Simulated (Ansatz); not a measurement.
Molecule: C₄H₅GeO, charge 0, multiplicity 2. It need not be the lowest isomer of its formula. 
Geometry from a B3LYP-D3(BJ)/def2-TZVP (Ansatz, a program for electronic structure) optimisation:
```xyz
11

Ge     1.5068     0.1617     0.0510
C     -0.4266     0.0409    -0.0151
C     -1.4289     0.9620    -0.0575
C     -2.6862     0.2629    -0.0954
C     -2.3184    -1.0382    -0.0719
O     -1.0112    -1.2341    -0.0249
H      1.8426     1.6600     0.0503
H      2.0391    -0.5052     1.3289
H      2.1260    -0.5258    -1.1758
H     -1.2964     2.0319    -0.0617
H     -3.6795     0.6711    -0.1332
```
Charge 0, spin multiplicity 2.

Wanted: atomisation energy (electronic, to ground-state atoms), in kcal/mol. Valence correlation only, unless marked. UHF or UKS for open shells. Spin-orbit coupling is left out. The frozen core is the preceding noble-gas configuration, with the filled d and f shells of earlier blocks. No relativistic terms. The coupled-cluster limit lacks core correlation, which all-electron functionals hold. CBS marks a two-point X^-3 extrapolation of the correlation energy; Hartree-Fock from the larger set. [CCSD(T)-MP2]/basis is that difference in the basis named.

```tsv
level	program	atomisation energy (kcal/mol)
HF/6-31G*	Ansatz	732.6
BLYP-D4/def2-TZVPD	Ansatz + dftd4	1050.1
PBE0/STO-3G	Ansatz	1296.5
PBE0-D4/def2-TZVPD	Ansatz + dftd4	1062.5
PBE0/def2-TZVPD	Ansatz	1057.2
HSE06/def2-TZVPD	Ansatz	1058.4
B2PLYP-D3(BJ)/def2-TZVPD	Ansatz + dftd3	1039.1
PBE-QIDH/def2-TZVPD	Ansatz	1045.8
RPA@PBE/cc-pVQZ	Ansatz	972.3
SCS-MP2/STO-3G	Ansatz	1064.6
SCS-MP2/6-31G*	Ansatz	945.5
CCSD/cc-pVDZ	Ansatz	941.5
CCSD/cc-pVTZ	Ansatz	991.2
RI-MP2/CBS(cc-pVTZ,cc-pVQZ)+[CCSD(T)-MP2]/cc-pVDZ	Ansatz	1042.6
CCSD(T)/CBS(cc-pVTZ,cc-pVQZ)	Ansatz	1043.3
```

The UHF reference is spin-contaminated (<S^2> 0.34 over the pure value in the largest basis).
